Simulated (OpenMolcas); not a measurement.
Mo III: effect of the active space

- Program: OpenMolcas 26.06
- Method: XMS-CASPT2, IPEA 0.25 Eh, imaginary shift 0.1 Eh
- Basis: ANO-RCC-VTZP
- Scalar Hamiltonian: DKH2, point nucleus
- Spin-orbit coupling: state interaction with AMFI integrals over the reference wave functions, term energies averaged over their components

A. 4 electrons in 5 orbitals (4d); 2S+1 = 5 even, 5 roots; 2S+1 = 3 even, 45 roots; 2S+1 = 1 even, 50 roots; closed shells correlated: 4s 4p; CASPT2 step about 18 core-seconds
B. 4 electrons in 6 orbitals (4d 5s); 2S+1 = 5 even, 15 roots; 2S+1 = 3 even, 95 roots kept (CI in the orbitals of an earlier block); 2S+1 = 1 even, 90 roots kept (CI in the orbitals of an earlier block); closed shells correlated: 4s 4p; CASPT2 step about 70 core-seconds
C. 4 electrons in 10 orbitals (4d 5d); 2S+1 = 5 even, 5 roots; 2S+1 = 3 even, 45 roots; 2S+1 = 1 even, 49 roots; closed shells correlated: 4s 4p; CASPT2 step about 9 core-minutes

Energies in cm⁻¹ above 4d⁴ ⁵D₀, the measured ground level; measured values from Sugar and Musgrove, J. Phys. Chem. Ref. Data 17, 155 (1988).

```tsv
Level	A	B	C	Measured
4d⁴ ⁵D₀	0.0	0.0	0.0	0.0
4d⁴ ⁵D₁	236	248	230	242
4d⁴ ⁵D₂	655	688	645	668
4d⁴ ⁵D₃	1203	1262	1200	1224
4d⁴ ⁵D₄	1844	1932	1861	1872
4d⁴ ³P₀(1)	12050	12350	13220	11149
4d⁴ ³P₁(1)	13290	13620	14450	12510
4d⁴ ³H₄	13690	14030	14500	12680
4d⁴ ³H₅	14270	14630	15070	13276
4d⁴ ³H₆	14760	15170	15610	13811
4d⁴ ³F₂(1)	14880	15410	16050	13929
4d⁴ ³F₃(1)	14930	15400	16020	13948
4d⁴ ³P₂(1)	15140	15550	16310	14358
4d⁴ ³F₄(1)	15210	15730	16330	14296
4d⁴ ³G₃	17060	17390	17860	15871
4d⁴ ³G₄	17450	17810	18290	16283
4d⁴ ³G₅	17900	18230	18690	16714
4d⁴ ³D₃	20590	21380	21570	19488
4d⁴ ³D₂	20660	21480	21650	19577
4d⁴ ¹I₆	20950	22030	22090	20290
4d⁴ ³D₁	21010	21820	21960	
4d⁴ ¹G₄(1)	21310	22380	23120	20612
4d⁴ ¹D₂(1)	24130	25230	25530	22806
4d⁴ ¹F₃	28240	29110	29380
```

Deviations, from unrounded energies. A percentage is the sum of absolute deviations over the sum of measured energies, with the sign that they share, or ± where signs differ.

| Against measurement | Levels | A | B | C |
| --- | --- | --- | --- | --- |
| mean absolute deviation (cm-1) | 21 | 800 | 1300 | 1700 |
| fine structure of the ground term (%) | 4 | -1.7 | +3.1 | -1.8 |
| other terms of the ground configuration (%) | 17 | +6.1 | +9.7 | +12.8 |

A lies closest to measurement on these levels and C furthest from it. The largest miss of A in the table is 4d⁴ ¹D₂(1), by +1300 cm-1. The ranking rests on the paired levels alone, and a cruder setting can come out closer through cancelling errors.

The spin-orbit steps hold different terms of 4d⁴ (C lacks a ¹S), which shifts levels as well.

Among A to C the level of the table that moves most is 4d⁴ ¹G₄(1), by 1800 cm-1 (lowest in A, highest in C). Moves below CASPT2's spread within the term are not significant.

Term energies are means over components that CASPT2 splits; among the terms shown or strongly mixed into the levels shown the widest spread is 1600 cm-1 (4d⁴ ¹I, B). The CASPT2 spread within a term exceeds the gap to the next term for 4d⁴ ³P(1) and 4d⁴ ³H, 4d⁴ ³H and 4d⁴ ³F(1), 4d⁴ ³D and 4d⁴ ¹G(1) and others, so the order of their levels is uncertain, and so are names and mixing where such terms share a J (figures for A; the like holds for B, C). Levels of configurations with an s electron are missing; early in the row they begin among the upper levels of the d shell and mix with terms of their name (holds for A). Terms from blocks run as CI alone lack orbitals of their own (holds for B). Configurations are named by rounded mean occupations; where the s occupation lies near a half they are strongly mixed, a name can repeat and a true partner stay unpaired (holds for B). Active for correlation alone: 5d; no level in the range computed is led by a configuration that fills it, so any true level of that kind is missing (holds for C). Some terms miss by over 15 % even with CASPT2, which points to a basis or an active space too small for the shells correlated (holds for C). Computed and measured levels are paired by configuration, term and J; levels that our copy of the source lacks, or whose pairing is in doubt (as where it misses far off the trend of its configuration), stay unpaired and out of the deviations. Only configurations of the active space appear. Levels that lie high or do not pair safely by name in every column are left out.

A number in round brackets counts repeated terms of one configuration in the order of the reference energies.
